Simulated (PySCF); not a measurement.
CH$_{6}$ClNO$_{2}$Si (SMILES CN[Si](O)(O)Cl), singlet, at a GFN2-xTB geometry, atoms displaced at random by about 0.03 Å a coordinate; B3LYP/STO-3G, gradient by finite differences (PySCF).

The PySCF input:
```python
from pyscf import gto, scf, dft

mol = gto.Mole()
mol.atom = '''
    C     2.29621057    0.04579264   -0.96985013
    N     1.11689159   -0.64233168   -0.94427519
    Si   -0.37899256   -0.01104097   -0.16911081
    O    -0.76424616    1.34073284   -0.74550391
    O    -1.49562958   -1.24716830   -0.54228797
    Cl   -0.26462024    0.25891235    1.83916999
    H     2.93819986   -0.18640908   -0.17298425
    H     2.11250348    1.07313251   -1.06529334
    H     2.85608304   -0.24899272   -1.85212185
    H     1.14216815   -1.67890574   -0.95962898
    H    -0.85135610    1.55689043   -1.73833207
    H    -2.23153853   -1.28155882   -0.09973956
'''
mol.basis = 'sto-3g'
mol.verbose = 4
mol.build()

mf = dft.RKS(mol)
mf.xc = 'b3lyp'
mf.conv_tol = 1e-11
mf.kernel()
scan, done = mf.as_scanner(), []
scan.scf_summary = {}
def energy(d):
    c = mol.atom_coords()
    c[2, 0] += d
    e = scan(mol.set_geom_(c, unit='Bohr', inplace=False))
    done.append(scan.converged)
    return e
h = 0.2
fd = (energy(h) - energy(-h)) / (2 * h)
print('dE/dx =', fd)
```

It wrote (shortened):

```
PySCF version 2.14.0

[INPUT] verbose = 4
[INPUT] num. atoms = 12
[INPUT] num. electrons = 66
[INPUT] charge = 0
[INPUT] spin (= nelec alpha-beta = 2S) = 0
[INPUT] symmetry False subgroup None
[INPUT] Mole.unit = angstrom
[INPUT] Symbol           X                Y                Z      unit          X                Y                Z       unit  Magmom
[...]
nuclear repulsion = 405.096115465976
number of shells = 28
number of NR pGTOs = 132
number of NR cGTOs = 44
basis = sto-3g
ecp = {}

******** <class 'pyscf.dft.rks.RKS'> ********
method = RKS
initial guess = minao
damping factor = 0
level_shift factor = 0
DIIS = <class 'pyscf.scf.diis.CDIIS'>
diis_start_cycle = 1
diis_space = 8
diis_damp = 0
SCF conv_tol = 1e-11
SCF conv_tol_grad = None
SCF max_cycles = 50
direct_scf = True
direct_scf_tol = 1e-13
XC library pyscf.dft.libxc version 7.1.2
    S. Lehtola, C. Steigemann, M. J. T. Oliveira, and M. A. L. Marques,  SoftwareX 7, 1–5 (2018)
XC functionals = b3lyp
    P. J. Stephens, F. J. Devlin, C. F. Chabalowski, and M. J. Frisch,  J. Phys. Chem. 98, 11623 (1994)
radial grids:
    Treutler-Ahlrichs [JCP 102, 346 (1995); DOI:10.1063/1.469408] (M4) radial grids

becke partition: Becke, JCP 88, 2547 (1988); DOI:10.1063/1.454033
pruning grids: <function nwchem_prune>
grids dens level: 3
symmetrized grids: False
atomic radii adjust function: <function treutler_atomic_radii_adjust>
small_rho_cutoff = 0
Set gradient conv threshold to 3.16228e-06
Initial guess from minao.
tot grids = 153096
init E= -985.610665768141
[...]
cycle= 1 E= -984.703403383408  delta_E= 0.907  |g|= 0.821  |ddm|= 4.33
[...]
cycle= 2 E= -984.739723919409  delta_E= -0.0363  |g|= 0.789  |ddm|= 2.44
[...]
cycle= 3 E= -984.938966058543  delta_E= -0.199  |g|= 0.0672  |ddm|= 1.38
[...]
cycle= 4 E= -984.940809073885  delta_E= -0.00184  |g|= 0.029  |ddm|= 0.196
[...]
cycle= 5 E= -984.941077771863  delta_E= -0.000269  |g|= 0.00488  |ddm|= 0.0515
[...]
cycle= 6 E= -984.941086741326  delta_E= -8.97e-06  |g|= 0.00125  |ddm|= 0.0116
[...]
cycle= 7 E= -984.94108729258  delta_E= -5.51e-07  |g|= 0.00029  |ddm|= 0.00241
[...]
cycle= 8 E= -984.941087319895  delta_E= -2.73e-08  |g|= 6.65e-05  |ddm|= 0.000591
[...]
cycle= 9 E= -984.941087321354  delta_E= -1.46e-09  |g|= 5.96e-06  |ddm|= 0.000111
[...]
cycle= 10 E= -984.941087321365  delta_E= -1.07e-11  |g|= 1.86e-06  |ddm|= 1.17e-05
[...]
cycle= 11 E= -984.941087321367  delta_E= -1.82e-12  |g|= 5.14e-07  |ddm|= 3.18e-06
[...]
Extra cycle  E= -984.941087321365  delta_E= 1.59e-12  |g|= 4.03e-07  |ddm|= 1.34e-06
converged SCF energy = -984.941087321365
Create scanner for <class 'pyscf.dft.rks.RKS'>

WARN: Mole.unit (angstrom) is changed to Bohr

New geometry
   1 C      2.296210570000   0.045792640000  -0.969850130000 AA    4.339209101631   0.086535548121  -1.832751127574 Bohr
   2 N      1.116891590000  -0.642331680000  -0.944275190000 AA    2.110619215930  -1.213830956332  -1.784421495322 Bohr
   3 Si    -0.273157117816  -0.011040970000  -0.169110810000 AA   -0.516192141648  -0.020864409450  -0.319573115603 Bohr
   4 O     -0.764246160000   1.340732840000  -0.745503910000 AA   -1.444215934151   2.533617873810  -1.408798214692 Bohr
   5 O     -1.495629580000  -1.247168300000  -0.542287970000 AA   -2.826330289998  -2.356806518239  -1.024775743946 Bohr
   6 Cl    -0.264620240000   0.258912350000   1.839169990000 AA   -0.500059780617   0.489273431768   3.475527577619 Bohr
   7 H      2.938199860000  -0.186409080000  -0.172984250000 AA    5.552393034635  -0.352262108332  -0.326892856363 Bohr
   8 H      2.112503480000   1.073132510000  -1.065293340000 AA    3.992053014391   2.027926539267  -2.013112654923 Bohr
   9 H      2.856083040000  -0.248992720000  -1.852121850000 AA    5.397214734615  -0.470528047811  -3.500003045823 Bohr
  10 H      1.142168150000  -1.678905740000  -0.959628980000 AA    2.158384991701  -3.172672037560  -1.813435953396 Bohr
[...]
[...]
cycle= 6 E= -984.939277023054  delta_E= -3.19e-08  |g|= 7.31e-05  |ddm|= 0.000621
[...]
cycle= 7 E= -984.939277025115  delta_E= -2.06e-09  |g|= 8.3e-06  |ddm|= 0.000159
[...]
cycle= 8 E= -984.93927702514  delta_E= -2.48e-11  |g|= 2.2e-06  |ddm|= 1.88e-05
[...]
cycle= 9 E= -984.939277025141  delta_E= -1.14e-12  |g|= 3.44e-07  |ddm|= 3.58e-06
[...]
Extra cycle  E= -984.939277025139  delta_E= 2.5e-12  |g|= 2.87e-07  |ddm|= 1e-06
converged SCF energy = -984.939277025139

WARN: Mole.unit (angstrom) is changed to Bohr

New geometry
   1 C      2.296210570000   0.045792640000  -0.969850130000 AA    4.339209101631   0.086535548121  -1.832751127574 Bohr
   2 N      1.116891590000  -0.642331680000  -0.944275190000 AA    2.110619215930  -1.213830956332  -1.784421495322 Bohr
   3 Si    -0.484828002184  -0.011040970000  -0.169110810000 AA   -0.916192141648  -0.020864409450  -0.319573115603 Bohr
   4 O     -0.764246160000   1.340732840000  -0.745503910000 AA   -1.444215934151   2.533617873810  -1.408798214692 Bohr
   5 O     -1.495629580000  -1.247168300000  -0.542287970000 AA   -2.826330289998  -2.356806518239  -1.024775743946 Bohr
   6 Cl    -0.264620240000   0.258912350000   1.839169990000 AA   -0.500059780617   0.489273431768   3.475527577619 Bohr
   7 H      2.938199860000  -0.186409080000  -0.172984250000 AA    5.552393034635  -0.352262108332  -0.326892856363 Bohr
   8 H      2.112503480000   1.073132510000  -1.065293340000 AA    3.992053014391   2.027926539267  -2.013112654923 Bohr
   9 H      2.856083040000  -0.248992720000  -1.852121850000 AA    5.397214734615  -0.470528047811  -3.500003045823 Bohr
  10 H      1.142168150000  -1.678905740000  -0.959628980000 AA    2.158384991701  -3.172672037560  -1.813435953396 Bohr
  11 H     -0.851356100000   1.556890430000  -1.738332070000 AA   -1.608829863478   2.942096518656  -3.284971525848 Bohr
  12 H     -2.231538530000  -1.281558820000  -0.099739560000 AA   -4.216996658115  -2.421795182321  -0.188480452185 Bohr

******** <class 'pyscf.scf.hf.RKS_Scanner'> ********
method = RKS_Scanner
initial guess = minao
damping factor = 0
level_shift factor = 0
DIIS = <class 'pyscf.scf.diis.CDIIS'>
diis_start_cycle = 1
diis_space = 8
diis_damp = 0
SCF conv_tol = 1e-11
SCF conv_tol_grad = None
SCF max_cycles = 50
direct_scf = True
direct_scf_tol = 1e-13
XC library pyscf.dft.libxc version 7.1.2
    S. Lehtola, C. Steigemann, M. J. T. Oliveira, and M. A. L. Marques,  SoftwareX 7, 1–5 (2018)
XC functionals = b3lyp
    P. J. Stephens, F. J. Devlin, C. F. Chabalowski, and M. J. Frisch,  J. Phys. Chem. 98, 11623 (1994)
radial grids:
    Treutler-Ahlrichs [JCP 102, 346 (1995); DOI:10.1063/1.469408] (M4) radial grids

becke partition: Becke, JCP 88, 2547 (1988); DOI:10.1063/1.454033
pruning grids: <function nwchem_prune>
grids dens level: 3
symmetrized grids: False
atomic radii adjust function: <function treutler_atomic_radii_adjust>
small_rho_cutoff = 0
Set gradient conv threshold to 3.16228e-06
tot grids = 153096
init E= -984.956569884123
[...]
cycle= 1 E= -984.923730618775  delta_E= 0.0328  |g|= 0.105  |ddm|= 0.567
[...]
cycle= 2 E= -984.923236353335  delta_E= 0.000494  |g|= 0.117  |ddm|= 0.382
[...]
cycle= 3 E= -984.92771612986  delta_E= -0.00448  |g|= 0.00412  |ddm|= 0.193
[...]
cycle= 4 E= -984.927720456448  delta_E= -4.33e-06  |g|= 0.00226  |ddm|= 0.0106
[...]
cycle= 5 E= -984.927722241873  delta_E= -1.79e-06  |g|= 0.000423  |ddm|= 0.00466
[...]
cycle= 6 E= -984.927722290246  delta_E= -4.84e-08  |g|= 0.000199  |ddm|= 0.00095
[...]
cycle= 7 E= -984.927722302716  delta_E= -1.25e-08  |g|= 2.39e-05  |ddm|= 0.000316
[...]
cycle= 8 E= -984.927722302912  delta_E= -1.96e-10  |g|= 3.63e-06  |ddm|= 4.57e-05
[...]
cycle= 9 E= -984.92772230292  delta_E= -7.73e-12  |g|= 6.52e-07  |ddm|= 6.7e-06
[...]
Extra cycle  E= -984.927722302921  delta_E= -1.36e-12  |g|= 5.03e-07  |ddm|= 1.85e-06
converged SCF energy = -984.927722302921
dE/dx = -0.02888680554349321
```
